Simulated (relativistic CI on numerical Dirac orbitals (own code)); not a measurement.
## How well does a small relativistic CI reproduce Br VI?

Computed by Dirac-Coulomb-Breit CI, separate exchange-only KLI orbitals for each configuration, model QED (radiative potential, 1s self-energy scaled to tabulated hydrogen-like ionisation energies), valence Slater integrals scaled by 0.85, P86 correlation estimate, and configurations built on the next ion tied to the tabulated ionisation energy (semi-empirical) (own radial code, finite nucleus).

Configuration list (outside the closed core [Ar]): 3d¹⁰4s², 3d¹⁰4s4d, 3d¹⁰4s5s, 3d¹⁰4s5p, 3d¹⁰4s4p, 3d¹⁰4s5d, 3d¹⁰4s6s, 3d¹⁰4s4f, 3d¹⁰4s5f, 3d¹⁰4p², 3d¹⁰4d², 3d¹⁰4p4d, 3d¹⁰4f², 3d¹⁰4p4f, 3d¹⁰4p5s, 3d¹⁰4s6p, 3d¹⁰4s5g, 3d¹⁰4s6d, 3d⁹4s4p², 3d¹⁰4d4f, 3d¹⁰4s6f, 3d⁸4s²4p², 3d⁹4s²4p, 3d¹⁰4d5s. Levels of other configurations are missing.

| Configuration | Term (tabulated) | J | Measured (cm⁻¹) | Computed | Error | Purity (%) |
| --- | --- | --- | --- | --- | --- | --- |
| 3d¹⁰4s² | 1S | 0 | 0.0 | 0 | 0 | 98 |
| 3d¹⁰4s4p | 3P° | 0 | 104316.0 | 105760 | 1444 | 100 |
| 3d¹⁰4s4p | 3P° | 1 | 106431.0 | 107812 | 1381 | 99 |
| 3d¹⁰4s4p | 3P° | 2 | 111336.0 | 112551 | 1215 | 100 |
| 3d¹⁰4s4p | 1P° | 1 | 151274.0 | 153029 | 1755 | 97 |
| 3d¹⁰4p² | 3P | 0 | 244136.0 | 241502 | -2634 | 97 |
| 3d¹⁰4p² | 3P | 1 | 247406.0 | 244631 | -2775 | 100 |
| 3d¹⁰4p² | 3P | 2 | 253892.0 | 250993 | -2899 | 70 |
| 3d¹⁰4s4d | 3D | 1 | 304648.0 | 306011 | 1363 | 100 |
| 3d¹⁰4s4d | 3D | 2 | 304967.0 | 306312 | 1345 | 100 |
| 3d¹⁰4s4d | 3D | 3 | 305451.0 | 306779 | 1328 | 100 |

Measured levels from Moore, Atomic Energy Levels, vol. II, NSRDS-NBS 35 (1971 reprint of NBS Circular 467, 1952); pairs were made by configuration, J and term (by order where the table uses no LS term), so strongly mixed levels may be paired wrongly. The analysis dates from before 1960.

Mean error by configuration (cm⁻¹): 3d¹⁰4s4p 1449; 3d¹⁰4p² -2769; 3d¹⁰4s4d 1346. Over the excited levels the mean absolute error is 1814 cm⁻¹ (10 of the 10 excited levels that our extract of the source holds in range could be paired), and the median relative error of those above 1,000 cm⁻¹ is 1.1 %.
